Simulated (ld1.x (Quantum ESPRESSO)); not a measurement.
## Ranking TM potentials for Sc

All share these settings but for the change named:

```json
{"Element": "Sc", "Generator": "ld1.x (Quantum ESPRESSO) 7.5", "Type": "norm-conserving Troullier–Martins (Kleinman–Bylander form)", "Functional": "LDA (PZ)", "Relativity": "scalar-relativistic", "Frozen core": "[Ar]", "Valence charge": "3", "Reference configuration": "3d1 4s2 4p0", "Partial waves": "4s (bound): rc 3.25 bohr; 4p (bound, empty): rc 2.75 bohr; 3d (bound): rc 2.95 bohr", "Local potential": "all-electron potential smoothed inside 2.45 bohr (lloc = -1)", "Core correction": "a·sin(br)/r model core inside 1.65 bohr"}
```

Cutoff: the first of the cutoffs (Ry, on a coarse ladder) from which the occupation-weighted sum of valence levels, in a spherical-Bessel basis at the reference potential, stays within 10 and 1 mRy of its value at 400 Ry; the density cutoff is not measured.

The base gives 25 Ry.

Of 6 variants that were run, those that failed, showed a ghost or another fault, or gave nearly equal values are left out.

A variant can come out equal or close to the base.

(1) Rank these variants from softest to hardest (loose cutoff).
A. all radii but the core radius scaled by about 1.18 (s 3.82, p 3.24, d 3.48 bohr); local potential all-electron potential smoothed inside 2.88 bohr (lloc = -1)
B. all radii but the core radius scaled by about 1.37 (s 4.44, p 3.76, d 4.02 bohr); local potential all-electron potential smoothed inside 3.34 bohr (lloc = -1)
C. all radii but the core radius scaled by about 1.05 (s 3.40, p 2.88, d 3.10 bohr); local potential all-electron potential smoothed inside 2.56 bohr (lloc = -1)

Answers

(1) B (15 Ry), A (18 Ry), C (25 Ry).
